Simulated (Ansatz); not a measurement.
This geometry of AlBH₈SSi₂ (13 atoms, charge 0, multiplicity 1) is a first-order saddle point.

These are results of RKS revPBE/STO-3G in Ansatz 0.2.0, not measurements.

```xyz
13
Properties=species:S:1:pos:R:3
B -0.571 -1.025 1.696
Si -0.171 -1.069 -0.221
Si 1.927 -0.307 -0.696
S -1.776 -0.019 -1.217
Al -1.661 1.951 -0.464
H -0.685 0.006 2.268
H -0.774 -2.005 2.326
H -0.247 -2.433 -0.744
H 2.121 -0.169 -2.136
H 2.188 0.995 -0.093
H 2.935 -1.237 -0.200
H -0.549 2.372 0.475
H -2.717 2.905 -0.979
```

**Question.** Which two structures does it join? (They come from a converged band through this point; their orientation in space is the band's.)

**Answer.** Bonds formed: B1–S4. The dihedral H6–B1–Si2–Si3 goes from 99 to -4°.

First end point:

```xyz
13
Properties=species:S:1:pos:R:3
B -0.396 -1.044 1.710
Si -0.298 -1.008 -0.247
Si 1.828 -0.358 -0.786
S -1.843 0.107 -1.248
Al -1.693 2.020 -0.375
H -0.868 -0.165 2.345
H 0.061 -1.952 2.318
H -0.416 -2.376 -0.755
H 2.026 -0.381 -2.232
H 2.114 0.996 -0.326
H 2.814 -1.250 -0.185
H -0.608 2.331 0.638
H -2.702 3.046 -0.841
```

Last end point:

```xyz
13
Properties=species:S:1:pos:R:3
B -1.370 -0.527 0.914
Si 0.199 -1.253 0.041
Si 2.220 -0.318 -0.394
S -1.529 -0.446 -1.074
Al -1.453 1.576 -0.215
H -1.223 0.618 1.373
H -2.191 -1.128 1.496
H 0.192 -2.677 -0.288
H 2.331 0.111 -1.785
H 2.484 0.835 0.458
H 3.261 -1.310 -0.148
H -0.099 2.244 -0.242
H -2.801 2.242 -0.122
```

**Question.** How far does it lie above each of them?

**Answer.** 0.014 eV above the first and 1.375 eV above the second. This is the barrier of this one path; another mechanism may lie lower. Limits of this set-up: minimal basis.

The run took 6.2 min on 1 thread of Arm Neoverse V1 (shared host), peak memory 0.11 GiB.
